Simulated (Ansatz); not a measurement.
Ideal-gas functions of Cl₂GeH₃N (`[NH2][GeH]([Cl])[Cl]`) at 500 K and 1 bar, from an Ansatz frequency run at PBE0-D4/def2-TZVP.

Molar mass 160.55 g/mol, point group Cs (symmetry number 1), electronic degeneracy 1, moments of inertia 129.218, 242.559, 327.427 u Å². Harmonic wavenumbers (cm⁻¹, unscaled): 72, 137, 213, 227, 417, 442, 456, 712, 713, 734, 899, 1565, 2168, 3571, 3675.

Use S(trans) = R[1.5 ln M + 2.5 ln T − 1.1517]; rotational temperatures θ = 24.2544 K / I; S(rot) = R[ln(√π/σ · √(T³/θAθBθC)) + 1.5]; for each mode x = 1.438777 ν̃/T, S = R[x/(eˣ − 1) − ln(1 − e⁻ˣ)] and H = RT x/(eˣ − 1); 1 cm⁻¹ = 0.0119627 kJ/mol; R = 8.31446 J/(mol·K).

Question: By hand: the entropy, in J/(mol·K).

Answer: Translation 182.9. Rotation: θ = 0.1877, 0.1, 0.0741 K, giving 122.1. Vibration, mode by mode: 21.42, 16.11, 12.51, 12.00, 7.28, 6.85, 6.63, 3.67, 3.66, 3.49, 2.40, 0.51, 0.12, 0.00, 0.00, in all 96.7. Electronic 0.0. Sum 401.7 J/(mol·K).

Question: By hand: H − E and G − E in kJ/mol, counted from the electronic energy.

Answer: Zero-point energy ½ × 16001 × 0.0119627 = 95.7; thermal vibration 24.2; translation, rotation and pV give 4 RT = 16.6. H − E = 136.5 kJ/mol, and G − E = 136.5 − 500 × 401.7/1000 = -64.3 kJ/mol.

Vibration gives 24 % of the entropy, 37.5 J/(mol·K) of it from the modes under 150 cm⁻¹: soft modes count most, and the harmonic formula is weakest for them. The sum counts one conformer and one mirror image; others add a mixing term.
